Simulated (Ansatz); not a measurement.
Consider the substitution at a C–C bond: `FC(F)C(F)(C(F)F)C(F)F` + H–F → `FC(F)C(F)(F)C(F)F` + `FCF`.

Calculated with Ansatz (gas phase, PBE0-D4/def2-TZVP geometries, no zero-point term in ΔE). CCSD(T)/CBS is the MP2 limit (def2-TZVPP, def2-QZVPP) plus CCSD(T) − MP2 in def2-TZVPP, frozen cores. This one scheme is used for every species. DFT in def2-TZVPP. B3LYP here is the variant with VWN-RPA as its local correlation; programs differ in this. HSE06 is defined as in plane-wave codes. Each species was taken in one conformer, which may not be the lowest.

(1) Is it downhill or uphill in electronic energy at CCSD(T)/CBS, and by how much? (Estimate.)

(2) What do these levels give: B3LYP-D4, HSE06-D4, CAM-B3LYP-D4, PBE-QIDH, revPBE, PBE0, r2SCANh, BHLYP, MP2/def2-TZVPP, MP2/def2-QZVPP, HF/CBS(def2), MP2/CBS(def2)? (Best estimate.)

Largest T1 diagnostic among the species: 0.012.

## Answers

(1) The calculation gave: Uphill: ΔE = +0.19 eV.

(2) The calculation gave: B3LYP-D4 0.03, HSE06-D4 0.08, CAM-B3LYP-D4 0.03, PBE-QIDH 0.11, revPBE -0.10, PBE0 0.02, r2SCANh 0.05, BHLYP -0.06, MP2/def2-TZVPP 0.21, MP2/def2-QZVPP 0.23, HF/CBS(def2) -0.20, MP2/CBS(def2) 0.25 eV.

At CCSD(T), def2-SVP lies −0.10 eV from the extrapolated value and def2-TZVPP −0.03 eV. In def2-TZVPP, CCSD(T) changes the Hartree–Fock value by +0.35 eV (the triples alone add +0.04 eV) and MP2 by +0.40 eV. Leaving LDA and LC-ωPBE aside and taking each functional with its dispersion term where it has one, the values, not all of them listed here, spread over 0.10 eV, from BLYP-D4 to PBE-QIDH. LDA lies +0.17 eV from PBE without D4.
